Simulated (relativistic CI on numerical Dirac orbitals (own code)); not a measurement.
# Radial parameters of Bi³⁶⁺

Computed by Dirac-Coulomb-Breit CI, orbitals from a KLI potential per configuration, model QED (radiative potential, 1s self-energy scaled to tabulated hydrogen-like ionisation energies), unscaled Slater integrals (own radial code, finite nucleus).

Slater integrals F^k, G^k are unscaled and averaged over j, outside the closed core [Ar] 3d10; ζ comes from projecting the Hamiltonian with its Breit term on Σ l·s of the shell.

- 4s²4p⁶4d¹⁰4f: ζ(4f) = 18422 cm⁻¹; <r>(4f) = 0.3536, <r^2>(4f) = 0.1424 (bohr units).
- 4s²4p⁶4d⁹4f²: ζ(4d) = 97431, F^2(4f,4f) = 298970, F^4(4f,4f) = 195690, F^6(4f,4f) = 143380, F^2(4d,4f) = 267950, F^4(4d,4f) = 174290, G^1(4d,4f) = 276510, G^3(4d,4f) = 190290, G^5(4d,4f) = 139700, ζ(4f) = 18266 cm⁻¹; <r>(4d) = 0.376, <r^2>(4d) = 0.1618, <r>(4f) = 0.3541, <r^2>(4f) = 0.1428 (bohr units).
- 4s²4p⁵4d¹⁰4f²: ζ(4p) = 815450, F^2(4f,4f) = 298930, F^4(4f,4f) = 195660, F^6(4f,4f) = 143350, F^2(4p,4f) = 273070, G^2(4p,4f) = 218760, G^4(4p,4f) = 160000, ζ(4f) = 18208 cm⁻¹; <r>(4p) = 0.3713, <r^2>(4p) = 0.1563, <r>(4f) = 0.3541, <r^2>(4f) = 0.1428 (bohr units).

Averages of the first 10 configurations, taken without configuration mixing, which lowers the lowest level and can move excited configurations by several eV; other configurations of the list can lie among them:

```json
{"Configuration": "4s²4p⁶4d¹⁰4f", "Parity": "odd", "States": "14", "Average energy above the lowest level (eV)": "5.4"}
{"Configuration": "4s²4p⁶4d⁹4f²", "Parity": "even", "States": "910", "Average energy above the lowest level (eV)": "272.1"}
{"Configuration": "4s²4p⁶4d¹⁰5s", "Parity": "even", "States": "2", "Average energy above the lowest level (eV)": "281.2"}
{"Configuration": "4s²4p⁵4d¹⁰4f²", "Parity": "odd", "States": "546", "Average energy above the lowest level (eV)": "560.7"}
{"Configuration": "4s²4p⁶4d¹⁰5p", "Parity": "odd", "States": "6", "Average energy above the lowest level (eV)": "377.7"}
{"Configuration": "4s4p⁶4d¹⁰4f²", "Parity": "even", "States": "182", "Average energy above the lowest level (eV)": "796.9"}
{"Configuration": "4s²4p⁴4d¹⁰4f³", "Parity": "odd", "States": "5460", "Average energy above the lowest level (eV)": "1116.8"}
{"Configuration": "4s²4p⁶4d¹⁰5d", "Parity": "even", "States": "10", "Average energy above the lowest level (eV)": "496.2"}
{"Configuration": "4s²4p⁶4d⁹4f5s", "Parity": "odd", "States": "280", "Average energy above the lowest level (eV)": "544.9"}
{"Configuration": "4s²4p⁶4d⁸4f²5s", "Parity": "even", "States": "8190", "Average energy above the lowest level (eV)": "811.5"}
```
